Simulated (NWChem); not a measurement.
System: C2H3ClFNSi; SMILES N#C[C@H](F)[SiH2]Cl

NWChem input:

```
start job
memory heap 200 mb stack 900 mb global 1100 mb
geometry units angstroms noautosym nocenter noautoz
  N      2.094805    -1.790485    -0.255050
  C      1.023816    -1.458466     0.085967
  C     -0.316412    -1.017931     0.462546
  F     -1.282546    -1.955236     0.080523
  Si    -0.819760     0.631060    -0.412048
  Cl     0.508059     2.109091     0.174167
  H     -0.355558    -0.886569     1.568239
  H     -2.202900     0.963574     0.052384
  H     -0.757038     0.418595    -1.890364
end
basis spherical
  N library 6-31g*
  C library 6-31g*
  F library 6-31g*
  Si library 6-31g*
  Cl library 6-31g*
  H library 6-31g*
end
dft
  xc hfexch
  iterations 150
end
property
  efieldgrad
end
task dft property
```

Coordinates come from a PBE-D3(BJ)/def2-SVP optimisation.

Vzz is the largest principal value of the second derivative of the potential at the nucleus (NWChem prints the opposite sign); η is the asymmetry. Non-relativistic.

Atoms are numbered as in the input.

Problem. Give the results of this calculation. (Hartree-Fock/6-31G* (spherical d).) Quantities: Vzz N1 (a.u.); η N1; Vzz Cl6 (a.u.); η Cl6.

Solution. 
- Vzz N1 (a.u.): -0.898
- η N1: 0.35
- Vzz Cl6 (a.u.): 2.093
- η Cl6: 0.06
